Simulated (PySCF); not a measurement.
## Ce(SH)3: from a saddle point downhill

PySCF 2.14.0, RKS PBE0, Ce lcecp-1-SVP with ECP47, S def2-SVP, H def2-SVP; non-relativistic Hamiltonian with scalar-relativistic core potentials where named; density fitting; no spin-orbit coupling. Relaxed within the symmetry of its start, the geometry (C3v) is

```xyz
7

Ce    0.0000    0.0000   -0.4272
S     2.4982    0.0000    0.5641
H     2.1463    0.0000    1.8699
S    -1.2491    2.1635    0.5641
H    -1.0731    1.8587    1.8699
S    -1.2491   -2.1635    0.5641
H    -1.0731   -1.8587    1.8699
```

and its lowest harmonic modes are -268, -164, -164, 72, 79, 79 cm⁻¹ (negative: unstable). It was moved along the lowest mode and relaxed again, within the group C3 that the move left.

Question: Where does it end, and how much lower?

Answer: In C3, 0.341 eV lower, after 26 steps:
```xyz
7

Ce    0.0000    0.0000    0.8786
S     2.6593   -0.4011    0.9872
H     2.9830    0.9142    1.0116
S    -0.9823    2.5036    0.9872
H    -2.2832    2.1262    1.0116
S    -1.6770   -2.1025    0.9872
H    -0.6998   -3.0404    1.0116
```

Question: How do the contacts change?

Answer: 
```json
{"contact": "Ce1–S2 (SH)", "saddle (Å)": "2.688", "end (Å)": "2.692"}
{"contact": "Ce1–S4 (SH)", "saddle (Å)": "2.688", "end (Å)": "2.692"}
{"contact": "Ce1–S6 (SH)", "saddle (Å)": "2.688", "end (Å)": "2.692"}
```


Question: Is the end a minimum?

Answer: Yes, as far as the noise of the softest modes lets one tell (those above −25 cm⁻¹ count as noise); lowest modes 18, 64, 64, 203, 218, 218 cm⁻¹.

An lcecp potential fixes the number of 4f electrons, so in runs with it no electron can move into or out of that shell.

State: singlet in the valence, with the 4f electrons in the core potential.
